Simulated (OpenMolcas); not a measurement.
Cr2+ (d4) among equal point charges was computed by CASSCF with the d shell active (OpenMolcas, ANO-RCC-VDZP on the metal). Its lowest spin-free states, and all those of the highest spin:

```tsv
2S+1	Degeneracy	E (cm-1)
5	1	0.0
3	1	11920
5	1	13515
5	2	16847
3	2	17014
3	1	19947
1	1	21767
3	1	22531
1	1	22634
3	2	22666
3	1	23086
5	1	23477
```

Is the site octahedral, tetrahedral or cube-like, axial, or of lower symmetry?

The states with 2S+1 = 5 have orbital degeneracies 1, 1, 2, 1. There are pairs but no triples, so the site is axial: not cubic, but with a proper or improper axis of order three or more. The run had Cr2+ among 6 point charges of -1.5 e arranged as a tetragonal octahedron (D4h), 1.79 Å from the ion, with the axial distance 1.468 Å. The active orbitals were held to one l.

Without dynamic correlation the repulsion within the d shell is too large (B by tens of per cent), so at a given field states of lower spin stand too high. This is an electrostatic model: the charges have no orbitals. No measured value stands beside these numbers.
